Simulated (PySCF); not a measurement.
From one molecule to another.

First species: C2H13NO2Si3.
SMILES: `CN(C)[SiH2]O[SiH2]O[SiH3]`

Second species: C₆H₁₂SSi.
SMILES: `C=C[Si]1(SC)CCC1`

Levels: PBE0/pcSseg-1 for dipole moment, HOMO energy, LUMO energy and HOMO–LUMO gap; GFN2-xTB for rotational constant A and rotational constant C. Geometries: GFN2-xTB. All species are isolated and taken at one optimised geometry, non-relativistic unless stated; the electronic structure was computed with PySCF and density fitting.

Dipoles, sizes and rotational constants follow the conformer. The torsions of the flexible species, by atom-mapped SMILES:
- `[CH3:1][N:2]([CH3:3])[SiH2:4][O:5][SiH2:6][O:7][SiH3:8]`: C1–N2–Si4–O5 37°, N2–Si4–O5–Si6 46°, Si4–O5–Si6–O7 -87°
- `[CH2:1]=[CH:2][Si:3]1([S:4][CH3:5])[CH2:6][CH2:7][CH2:8]1`: C1–C2–Si3–S4 -105°, C2–Si3–S4–C5 51°

Values for the first species:

| Item | Value |
| --- | --- |
| Dipole moment | 1.27 D |
| HOMO energy | -6.38 eV |
| LUMO energy | 0.38 eV |
| HOMO–LUMO gap | 6.76 eV |
| Rotational constant A | 1.802 GHz |
| Rotational constant C | 0.504 GHz |

Estimate the same properties for the second species, and the change in each.

| property | first | second | second less first |
| --- | --- | --- | --- |
| dipole moment | 1.27 D | 2.00 D | +0.73 D |
| HOMO energy | -6.38 eV | -6.63 eV | -0.25 eV |
| LUMO energy | 0.38 eV | -0.61 eV | -0.99 eV |
| HOMO–LUMO gap | 6.76 eV | 6.02 eV | -0.74 eV |
| rotational constant A | 1.802 GHz | 1.739 GHz | -0.063 GHz |
| rotational constant C | 0.504 GHz | 0.858 GHz | +0.354 GHz |

On the first: A dipole of 1.27 D is allowed in C1, and pure rotational transitions are dipole-allowed. The dipole equals about 4.2 × 10⁻³⁰ C·m (1 D = 3.33564 × 10⁻³⁰ C·m).

On the second: In atomic units the dipole is 0.79 e·bohr (1 au = 2.5417 D).
